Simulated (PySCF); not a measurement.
Species: `[SiH3]O[SiH2]Cc1cccs1`. The columns A, B, C and D hold Mulliken, IAO, Hirshfeld and ESP-fitted charges (e) of one PBE0/pcSseg-1 density (PySCF), in a shuffled order. Coordinates in Å (GFN2-xTB); the density's dipole moment is (-0.59, -0.18, -0.08) D.

```csv
atom,x,y,z,A,B,C,D
Si1,2.280,1.306,-0.790,+0.581,+0.736,+0.881,+0.374
O2,2.016,-0.298,-0.782,-0.436,-0.721,-0.889,-0.304
Si3,1.329,-1.745,-0.593,+0.690,+0.923,+1.035,+0.410
C4,-0.056,-1.640,0.728,-0.480,-0.406,-0.568,-0.166
C5,-0.917,-0.456,0.498,+0.003,-0.438,-0.131,-0.018
C6,-1.879,-0.279,-0.448,-0.084,-0.010,-0.210,-0.082
C7,-2.467,1.006,-0.415,-0.297,-0.045,-0.178,-0.072
C8,-1.942,1.796,0.553,-0.248,-0.259,-0.328,-0.089
S9,-0.716,0.981,1.449,+0.032,+0.244,+0.315,+0.119
H10,2.583,1.697,0.584,-0.119,-0.125,-0.148,-0.087
H11,1.075,1.960,-1.297,-0.107,-0.113,-0.143,-0.085
H12,3.419,1.472,-1.690,-0.135,-0.124,-0.146,-0.083
H13,0.757,-2.105,-1.889,-0.147,-0.129,-0.154,-0.084
H14,2.392,-2.637,-0.136,-0.157,-0.132,-0.152,-0.084
H15,0.382,-1.583,1.724,+0.181,+0.150,+0.158,+0.043
H16,-0.661,-2.548,0.688,+0.150,+0.161,+0.165,+0.049
H17,-2.164,-1.048,-1.145,+0.149,+0.075,+0.157,+0.052
H18,-3.248,1.323,-1.084,+0.202,+0.092,+0.163,+0.055
H19,-2.194,2.807,0.804,+0.220,+0.122,+0.173,+0.053
```

Which column most likely holds the ESP-fitted charges?

A. Σ q r misses the density's dipole by 0.06 D (A), 0.90 D (D), 1.77 D (C), 1.93 D (B). Charges fitted to the outside potential are the only set here that is tied to the molecule's multipoles.

And the Hirshfeld charges?

D. The mean sizes are 0.122 e (D), 0.233 e (A), 0.263 e (B), 0.321 e (C), and Hirshfeld charges are commonly the smallest of these schemes.

As computed, A = ESP-fitted, B = Mulliken, C = IAO, D = Hirshfeld. Hydrogens on carbon: ESP-fitted +0.15 to +0.22, Mulliken +0.07 to +0.16, IAO +0.16 to +0.17, Hirshfeld +0.04 to +0.06 e.

The Mulliken scheme gives each basis function's population to the atom it is centred on and halves the overlap population of two atoms between them. The Hirshfeld scheme weights the molecular density at each point by an atom's share of the summed free-atom densities.

Geometry: GFN2-xTB, one conformer, isolated molecule.

The values belong to the conformer `[SiH3:1][O:2][SiH2:3][CH2:4][c:5]1[cH:6][cH:7][cH:8][s:9]1`: Si1–O2–Si3–C4 -23°, O2–Si3–C4–C5 46°, Si3–C4–C5–C6 76°.
